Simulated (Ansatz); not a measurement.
Input and output for C₆H₃ClGe (`C#[C][Ge]([Cl])([C]#C)[C]#C`).

```yaml
crystal:
  periodic: [false, false, false]
  atoms:
    - {symbol: C, position_ang: [-0.382287, -0.264328, 2.921724]}
    - {symbol: C, position_ang: [-0.440180, -0.100752, 1.730917]}
    - {symbol: Ge, position_ang: [-0.535335, 0.157471, -0.132776]}
    - {symbol: Cl, position_ang: [-2.529577, 0.757470, -0.625149]}
    - {symbol: C, position_ang: [0.642360, 1.524089, -0.675429]}
    - {symbol: C, position_ang: [1.390651, 2.400693, -1.021491]}
    - {symbol: C, position_ang: [-0.159936, -1.446717, -1.046411]}
    - {symbol: C, position_ang: [0.074633, -2.472205, -1.630780]}
    - {symbol: H, position_ang: [-0.331103, -0.409258, 3.976731]}
    - {symbol: H, position_ang: [2.053650, 3.177220, -1.328256]}
    - {symbol: H, position_ang: [0.282522, -3.380683, -2.148579]}
basis:
  gaussian: {orbitals: def2-SVP}
total_charge: 1
magnetization: {spin_polarized: true, initial_magnetization: 1}
hamiltonian: {xc: {name: HF}, pseudopotentials: {relativity: none}}
correlation: {method: mp2}
output: {forces: true}
```

```sh
$ ansatz run in.yaml --threads 4 --pin off --events-out ev --progress --plain --max-ram 11315MiB
```

Output, abridged:

```
Functional definition: HF
1500 factors; integrals over basis functions are off by at most 1.3e-3 eV
mean field evaluation 1: about -75173.2970 eV, gradient 2.5e1 eV
mean field evaluation 2: about -75173.4925 eV, gradient 2.5e1 eV
mean field evaluation 4: about -75177.4286 eV, gradient 3.2e0 eV
mean field evaluation 8: about -75177.5074 eV, gradient 4.8e-1 eV
mean field evaluation 16: about -75178.2723 eV, gradient 1.4e-1 eV
mean field evaluation 32: about -75178.2751 eV, gradient 1.8e-9 eV
mean field -75178.27505063 eV, -2762.7506504456 hartree, gradient 1.4e-9 eV, S^2 0.754371; 17 other end points of the search recorded, 0 dependent functions left out
20 core orbitals not correlated: weight in the atoms' cores, before any rotation towards them, 1.000 or more for the frozen orbitals, at most 0.000 for the correlated occupied ones
reference -75178.27505063 eV, -2762.7506504456 hartree; 24, 23 occupied and 105, 106 virtual orbitals, 1500 factors
second order -28.10254028 eV of doubles, -0.00000000 eV of singles
Total energy: -75206.37759091 eV, -2763.7833997524 hartree
Atom 0 at    -0.382287    -0.264328     2.921724 Å, force     0.306791    -0.859167     6.248656 eV/Å
Atom 1 at    -0.440180    -0.100752     1.730917 Å, force    -0.155273     0.697382    -5.236521 eV/Å
Atom 2 at    -0.535335     0.157471    -0.132776 Å, force    -0.273801     0.540036    -3.788908 eV/Å
Atom 3 at    -2.529577     0.757470    -0.625149 Å, force     0.237857    -0.122911     0.463479 eV/Å
Atom 4 at     0.642360     1.524089    -0.675429 Å, force    -1.993482    -2.488527     1.616348 eV/Å
Atom 5 at     1.390651     2.400693    -1.021491 Å, force     1.573057     1.846506    -0.690782 eV/Å
Atom 6 at    -0.159936    -1.446717    -1.046411 Å, force    -0.592658     2.701802     2.257983 eV/Å
Atom 7 at     0.074633    -2.472205    -1.630780 Å, force     0.488001    -2.165145    -1.193211 eV/Å
Atom 8 at    -0.331103    -0.409258     3.976731 Å, force     0.035510    -0.109438     0.804374 eV/Å
Atom 9 at     2.053650     3.177220    -1.328256 Å, force     0.285083     0.343132    -0.195682 eV/Å
Atom 10 at     0.282522    -3.380683    -2.148579 Å, force     0.088914    -0.383670    -0.285734 eV/Å
Dipole moment:     0.630383    -0.386240     1.748475 e Å
```

It took 91 s on 4 threads of an Arm Neoverse V1 on a shared host, with 0.88 GiB of host memory at the peak.
